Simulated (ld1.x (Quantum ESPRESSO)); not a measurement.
## lithium (Li): variants of one PAW potential

Base potential:

```
Element                 : lithium
Generator               : ld1.x (Quantum ESPRESSO) 7.5
Type                    : PAW
Functional              : PBEsol
Relativity              : scalar-relativistic
Frozen core             : [He]
Valence charge          : 1
Reference configuration : 2s0 2p1
Partial waves           : 2s (bound, empty): rcut 1.70, rcutus 2.25 bohr; 2s channel at 3.5 Ry: rcut 1.70, rcutus 2.25 bohr; 2p (bound): rcut 3.90, rcutus 4.25 bohr; 2p channel at 3 Ry: rcut 3.90, rcutus 4.25 bohr
Local potential         : all-electron potential smoothed inside 2.40 bohr (lloc = -1)
Core correction         : Bessel-smoothed model core, default radius (core density twice the valence density)
Augmentation charge     : PSQ, inside the norm-conserving radii
```

All-electron outer shells of the reference configuration (PBEsol, scalar-relativistic, ld1.x):

```json
{"shell": "1s", "level (eV)": "-52.92", "outermost node (bohr)": "–", "outermost maximum (bohr)": "0.36"}
{"shell": "2s", "level (eV)": "-3.29", "outermost node (bohr)": "0.83", "outermost maximum (bohr)": "3.16"}
{"shell": "2p", "level (eV)": "-1.54", "outermost node (bohr)": "–", "outermost maximum (bohr)": "3.96"}
```

Cutoffs, loose and tight: the cutoffs (Ry, on a coarse ladder) from which the occupation-weighted sum of valence levels, in a spherical-Bessel basis at the reference potential, stays within 10 and 1 mRy of its value at 400 Ry. They do not see the model core or the augmentation charge, which bear on the density cutoff. Test errors are all-electron minus pseudo excitation energies from the reference, over the configurations 2s1 2p0; 2s0.5 2p0. A dash means not determined; rows that change the core or the reference have their own tests.

For the base: The cutoffs count occupied waves only; the empty 2s level needs 18 Ry at the loose tolerance.

The default core radius of the base comes out at 1.57 bohr.

```tsv
change	outcome	cutoff, loose	cutoff, tight	bound ghosts	largest test error (meV)
base	generated	6 Ry	6 Ry	none	test run stopped at test 1 of 2 (negative rho)
waves 2s (bound): rcut 1.70, rcutus 2.64 bohr; 2s channel at 3.5 Ry: rcut 1.70, rcutus 2.64 bohr	generated	6 Ry	6 Ry	none	test run stopped at test 1 of 2 (negative rho)
waves 2p (bound): rcut 2.44, rcutus 2.58 bohr; 2p channel at 3 Ry: rcut 2.44, rcutus 2.58 bohr	generated	6 Ry	6 Ry	none	test run stopped at test 1 of 2 (negative rho)
core correction a·sin(br)/r model core, default radius (ld1.x builds one for every PAW set, though the input has nlcc=.false.)	generated	6 Ry	6 Ry	none	test run stopped at test 1 of 2 (negative rho)
core none, valence charge 3; reference 1s2 2s0.5 2p0; waves now 1s (bound): rcut 0.90, rcutus 1.00 bohr; 2s (bound): rcut 0.90, rcutus 1.00 bohr; 2p (bound): rcut 3.30, rcutus 4.55 bohr; 2p channel at 3 Ry: rcut 3.30, rcutus 4.55 bohr; local potential all-electron potential smoothed inside 3.20 bohr (lloc = -1); core correction none	generated	50 Ry	80 Ry	none	-0.6 over the solved tests; test run stopped at test 3 of 4 (negative rho)
all radii but the core radius scaled by about 0.81 (s 1.82, p 3.46 bohr, rcut 1.38/3.16); local potential all-electron potential smoothed inside 1.94 bohr (lloc = -1)	generated	6 Ry	6 Ry	none	test run stopped at test 2 of 2 (negative rho), 1 before it not solved
reference 2s1 2p0	failed: new_paw_hamiltonian: negative rho	–	–	–	–
wave 2p channel at 3 Ry: rcut 3.90, rcutus 4.25 bohr becomes 2p channel at -0.19 Ry: rcut 3.90, rcutus 4.25 bohr	generated	6 Ry	6 Ry	none	test run stopped at test 1 of 2 (negative rho)
```
